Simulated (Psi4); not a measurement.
A dimer, H2 ··· H2O (SMILES [H][H] and O); the first 2 atoms form monomer A.

```
5

H      0.3719     0.0000     0.0000
H     -0.3719     0.0000     0.0000
O      2.9831     0.0806     0.1149
H      3.6565    -0.0008    -0.5682
H      3.4660     0.2760     0.9245
```

Q: What interaction energy does Psi4 with SAPT0/jun-cc-pVDZ, frozen core give, and which attractive term is the largest?

A: Total -2.08 kJ/mol: electrostatics -3.84, exchange 4.09, induction -1.08, dispersion -1.25. The most attractive term is electrostatics.
